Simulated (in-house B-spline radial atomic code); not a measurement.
A fraction x of an electron is removed from 2p in Al2+, starting from [Ne] 3s1 and keeping the highest spin. Method: scalar-relativistic (X2C) PW91, spin-polarised, spherical fractional occupations, Fermi nucleus of rms radius 3.061 fm. Calculated with a radial B-spline atomic code at the basis-set limit.

```json
{"x": "0", "E(x) - E(0) (eV)": "0.0000", "2p down level (eV)": "-90.223"}
{"x": "0.02", "E(x) - E(0) (eV)": "1.8104", "2p down level (eV)": "-90.812"}
{"x": "0.21", "E(x) - E(0) (eV)": "?", "2p down level (eV)": "?"}
{"x": "0.28", "E(x) - E(0) (eV)": "26.4261", "2p down level (eV)": "-98.572"}
{"x": "0.41", "E(x) - E(0) (eV)": "39.4969", "2p down level (eV)": "-102.524"}
{"x": "0.5", "E(x) - E(0) (eV)": "48.8482", "2p down level (eV)": "-105.286"}
{"x": "0.54", "E(x) - E(0) (eV)": "53.0843", "2p down level (eV)": "-106.521"}
{"x": "0.72", "E(x) - E(0) (eV)": "72.7616", "2p down level (eV)": "-112.129"}
{"x": "0.76", "E(x) - E(0) (eV)": "?", "2p down level (eV)": "?"}
{"x": "0.93", "E(x) - E(0) (eV)": "97.0047", "2p down level (eV)": "-118.776"}
{"x": "1", "E(x) - E(0) (eV)": "105.3973", "2p down level (eV)": "-121.015"}
```

Problem. What belongs in the row x = 0.21?

Solution. An energy change of 19.5999 eV; 2p down at -96.464 eV.

Problem. What belongs in the row x = 0.76?

Solution. An energy change of 77.2719 eV; 2p down at -113.387 eV.

Problem. Check Janak's theorem between x = 0.28 and 0.41.

Solution. The slope of the energy is 100.54 eV; the orbital levels give 100.55 eV (-ε of the emptying orbital, averaged over the two points).
